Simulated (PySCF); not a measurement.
Compound: C3H6OSi.
Bonds: C1–C2 (triple), C2–Si3, Si3–O4, O4–C5. Hydrogens: H6 on C1; H7, H8 on Si3; H9, H10, H11 on C5.

The same species was optimised twice, with GFN2-xTB and with PBE0-D3(BJ)/def2-SVP (PySCF), and the same property calculations (PySCF, gas phase) were run on both structures.

```tsv
coordinate	GFN2-xTB	PBE0-D3(BJ)/def2-SVP	change
Si3–O4 (Å)	1.623	1.657	+0.034
Si3–H8 (Å)	1.455	1.484	+0.029
Si3–H7 (Å)	1.469	1.494	+0.025
C1–H6 (Å)	1.053	1.076	+0.023
C2–Si3 (Å)	1.858	1.839	-0.019
C1≡C2 (Å)	1.202	1.217	+0.015
C5–H9 (Å)	1.093	1.106	+0.013
C5–H10 (Å)	1.093	1.105	+0.012
O4–C5 (Å)	1.392	1.402	+0.010
C5–H11 (Å)	1.091	1.100	+0.009
O4–Si3–H8 (°)	99.2	106.6	+7.4
Si3–O4–C5 (°)	129.9	124.1	-5.8
H7–Si3–H8 (°)	116.0	111.3	-4.7
C2–Si3–H8 (°)	112.1	109.9	-2.2
C2–Si3–H7 (°)	105.8	107.5	+1.7
C2–Si3–O4 (°)	111.9	110.4	-1.5
H9–C5–H11 (°)	109.1	108.0	-1.1
O4–C5–H9 (°)	110.9	112.0	+1.1
C2–Si3–O4–C5 (°)	-59	-58	+1
```

Rotational constants: A = 7491, B = 2449, C = 1952 MHz (GFN2-xTB) against A = 7108, B = 2539, C = 1988 MHz (PBE0-D3(BJ)/def2-SVP). Point groups within 0.08 Å: C1 and C1.

On the GFN2-xTB structure: isotropic polarisability (au) 62.7 [wB97X-D/def2-SVPD]; HOMO (eV) -10.12 [wB97X-D/def2-SVPD]; LUMO (eV) 1.31 [wB97X-D/def2-SVPD]; dipole (D) 1.29 [wB97X-D/def2-SVPD]; HOMO (eV) -8.20 [PBE0/pcSseg-1]; LUMO (eV) -0.37 [PBE0/pcSseg-1]; dipole (D) 1.41 [PBE0/pcSseg-1]; GIAO shielding of C1 (ppm) 83.8 [PBE0/pcSseg-1]; GIAO shielding of C2 (ppm) 98.8 [PBE0/pcSseg-1]; GIAO shielding of Si3 (ppm) 398.9 [PBE0/pcSseg-1]; GIAO shielding of O4 (ppm) 332.8 [PBE0/pcSseg-1]; GIAO shielding of C5 (ppm) 133.7 [PBE0/pcSseg-1].

What do these properties become on the PBE0-D3(BJ)/def2-SVP structure?

| property | level | on GFN2-xTB | on PBE0-D3(BJ)/def2-SVP | change |
| --- | --- | --- | --- | --- |
| isotropic polarisability (au) | wB97X-D/def2-SVPD | 62.7 | 64.1 | +1.4 |
| HOMO (eV) | wB97X-D/def2-SVPD | -10.12 | -10.12 | 0.00 |
| LUMO (eV) | wB97X-D/def2-SVPD | 1.31 | 1.25 | -0.06 |
| dipole (D) | wB97X-D/def2-SVPD | 1.29 | 1.41 | +0.12 |
| energy, GFN2-xTB geometry as zero (kcal/mol) | wB97X-D/def2-SVPD | 0.0 | -2.6 | -2.6 |
| HOMO (eV) | PBE0/pcSseg-1 | -8.20 | -8.20 | 0.00 |
| LUMO (eV) | PBE0/pcSseg-1 | -0.37 | -0.42 | -0.05 |
| dipole (D) | PBE0/pcSseg-1 | 1.41 | 1.52 | +0.11 |
| energy, GFN2-xTB geometry as zero (kcal/mol) | PBE0/pcSseg-1 | 0.0 | -1.9 | -1.9 |
| GIAO shielding of C1 (ppm) | PBE0/pcSseg-1 | 83.8 | 79.9 | -3.9 |
| GIAO shielding of C2 (ppm) | PBE0/pcSseg-1 | 98.8 | 98.7 | -0.1 |
| GIAO shielding of Si3 (ppm) | PBE0/pcSseg-1 | 398.9 | 396.8 | -2.1 |
| GIAO shielding of O4 (ppm) | PBE0/pcSseg-1 | 332.8 | 330.7 | -2.1 |
| GIAO shielding of C5 (ppm) | PBE0/pcSseg-1 | 133.7 | 131.3 | -2.4 |

The heavy atoms differ by 0.053 Å rms after alignment. Among all bonds Si3–O4 changes most (+0.034 Å). Changes are differences of the printed values. Neither structure is proved a minimum here.

Conformer computed: `[CH:1]#[C:2][SiH2:3][O:4][CH3:5]`: C2–Si3–O4–C5 -58°.

The pairwise dispersion term of wB97X-D wasn't added to the energies; at a given geometry it leaves orbitals and properties as they are.
